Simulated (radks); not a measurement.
Values are calculated unless marked as measured or tabulated.
Question: Sb50+, configuration 1s1. Code: a radial shooting solver on a logarithmic mesh with Libxc functionals. Model: non-relativistic Kohn-Sham, PBE, spin-polarised, spherical densities, point nucleus; open shells are filled with parallel spins first (spin-orbit coupling, left out, can overturn this in heavy ions); relativity is left out, which matters for an element this heavy. Some entries of the table are withheld. Estimate them.

orbital,occ.,eigenvalue (eV),<r^2> (bohr^2)
1s up,1,-35062.55,0.001155
2s up,0,-8648.773,(1)
2p up,0,-8623.085,0.01170

Answer: 
(1) 2s up <r^2> (bohr^2): 0.01631
